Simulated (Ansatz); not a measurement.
`CC(=O)O[SiH3]` and `CC(=O)OBCl` differ in one atom or group.

Ansatz, PBE0-D4/def2-TZVP geometries, multiplicity 1. Each molecule was computed in one conformer, which needn't be the lowest.

```json
{"property": "LUMO energy (ωB97M-V/def2-TZVPP) / eV", "`CC(=O)O[SiH3]`": "1.80"}
{"property": "HOMO–LUMO gap (ωB97M-V/def2-TZVPP) / eV", "`CC(=O)O[SiH3]`": "12.53"}
{"property": "LUMO energy (PBE0/def2-TZVPP) / eV", "`CC(=O)O[SiH3]`": "-0.05"}
{"property": "HOMO–LUMO gap (PBE/def2-TZVPP) / eV", "`CC(=O)O[SiH3]`": "5.41"}
{"property": "LUMO energy (B3LYP/def2-TZVPP) / eV", "`CC(=O)O[SiH3]`": "-0.34"}
{"property": "size of the dipole moment (ωB97M-V/def2-TZVPP) / D", "`CC(=O)O[SiH3]`": "1.82"}
```

Task: Give the same properties after the change, and the shifts. (Best estimate.)

Result: The calculation gave: 
| property | `CC(=O)OBCl` | shift |
| --- | --- | --- |
| LUMO energy (ωB97M-V/def2-TZVPP) / eV | 0.87 | -0.93 |
| HOMO–LUMO gap (ωB97M-V/def2-TZVPP) / eV | 11.80 | -0.73 |
| LUMO energy (PBE0/def2-TZVPP) / eV | -1.26 | -1.21 |
| HOMO–LUMO gap (PBE/def2-TZVPP) / eV | 4.57 | -0.84 |
| LUMO energy (B3LYP/def2-TZVPP) / eV | -1.49 | -1.15 |
| size of the dipole moment (ωB97M-V/def2-TZVPP) / D | 2.40 | 0.58 |

With PBE0 the HOMO falls by 0.26 eV and the LUMO falls by 1.21 eV, so the gap narrows by about 0.95 eV. PBE moves the HOMO by -0.27 eV and ωB97M-V by -0.21 eV. The zero-point energy changes by -29.2 kJ/mol with -3 modes. Dipoles are sizes alone; their direction can turn.

B3LYP here is the variant with VWN-RPA as its local correlation; programs differ in this.
